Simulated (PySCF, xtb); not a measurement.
CH₃Be, SMILES [Be+][CH3], charge +1.

GFN2-xTB (xtb) at its own geometry gives an orbital gap of 3.33 eV.

Geometry: B3LYP-D3(BJ)/def2-TZVPD. The spin state was assumed, not searched. The isomer is the one that the SMILES or the coordinates give; other isomers of the formula were not compared.

What does HF/def2-TZVPD run with PySCF give? (The exact figures need the calculation; the answer reports its results.)

gap 11.17 eV (levels -18.32 and -7.15 eV).
